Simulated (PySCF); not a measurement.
**How methods differ on the excitation energy of Tl**

Tl [Xe] 4f14 5d10 6s2 6p1 (2P) → Tl [Xe] 4f14 5d10 6s2 6d1 (2D), as a difference of total energies. All numbers are calculated (PySCF 2.14, the spin-free X2C one-electron Hamiltonian (Gaussian nucleus), in aug-cc-pwCVTZ-DK3 (11s10p8d5f1g, 125 functions)). Correlated levels: valence: [Xe] 4f14 5d10 frozen. The calculations carry no spin-orbit coupling.

```
           method  excitation energy (cm⁻¹)
              UHF                     31143
    MP2 (valence)                     31611
SCS-MP2 (valence)                     31607
   CCSD (valence)                     31481
CCSD(T) (valence)                     31461
```

Errors of the correlated levels include the incompleteness of this basis and the frozen core.

The promoted electron is Rydberg-like, and one or two diffuse shells describe it only roughly, which tends to raise the upper state.

For comparison: 30972 cm⁻¹ (measured; NIST levels, between the centres of gravity of the two terms).
